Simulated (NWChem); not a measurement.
CH$_{4}$GeO$_{2}$; SMILES O=[C]([GeH3])O

```xyz
8

O      1.1273    -1.6968     0.0000
C      0.1130    -1.0400    -0.0003
O     -1.1239    -1.5986     0.0000
Ge     0.0103     0.9634     0.0000
H     -0.9927    -2.5703     0.0007
H     -0.7608     1.4262    -1.2540
H      1.4548     1.4936    -0.0140
H     -0.7353     1.4251     1.2698
```
Atoms are numbered in this order, from 1.

Computed with NWChem. Medium grid unless said otherwise, to which SCAN and Minnesota functionals are sensitive. The geometry was optimised at B3LYP/6-31G* (spherical d). Hybrids' shares of exact exchange are those that their runs print; pure functionals count as 0. The functionals differ in more than this share.

```csv
row,share of exact exchange,highest occupied level (eV)
PBE/def2-TZVP,0.00,-6.44
r2SCAN/def2-TZVP,0.00,-6.73
B3LYP/def2-TZVP,0.20,-7.70
PBE0/def2-TZVP,0.25,-7.92
M06-2X/def2-TZVP,0.54,withheld
```

Question: Fit a straight line of the last column on the one before it, predict the withheld value, and compare with the run.

Answer: 
1. Means of the 4 shown rows: x = 0.113, y = -7.197. Slope Σ(x − x̄)(y − ȳ)/Σ(x − x̄)² = -0.2811/0.05188 = -5.419; intercept -6.588.
2. The shown rows scatter about the line by 0.104 (root mean square); the largest residual is +0.15, at PBE/def2-TZVP.
3. At x = 0.54 (M06-2X/def2-TZVP; beyond the shown range) the line gives -9.51.
4. The run gives -9.37, +0.14 from the line, 1.3 times the scatter.
